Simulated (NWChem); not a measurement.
Molecule: SbH$_{2}$O$_{2}$Br; SMILES [OH][Sb]([Br])[OH]

```xyz
6

Sb    -0.3569     0.7606     0.0000
Br     0.0529    -1.7609     0.0000
O      0.9325     1.3094    -1.3824
H      0.7137     0.9469    -2.2506
O      0.9325     1.3094     1.3824
H      0.7137     0.9469     2.2506
```
Atoms are numbered in this order, from 1.

Program: NWChem. The geometry was optimised at PBE0/def2-SVP. No frequency run checked for a minimum. def2 effective core potentials on Sb; no spin-orbit coupling. B3LYP is NWChem's, with the RPA form of VWN correlation. Ions are spin-unrestricted doublets at the neutral geometry; other ion states weren't tried.

Question: What does the run give for B3LYP/def2-SVP? Quantities: vertical ionisation energy, ΔSCF (eV); −ε(HOMO) (eV).

Answer: 
| Item | Value |
|---|---|
| vertical ionisation energy, ΔSCF (eV) | 9.64 |
| −ε(HOMO) (eV) | 7.34 |
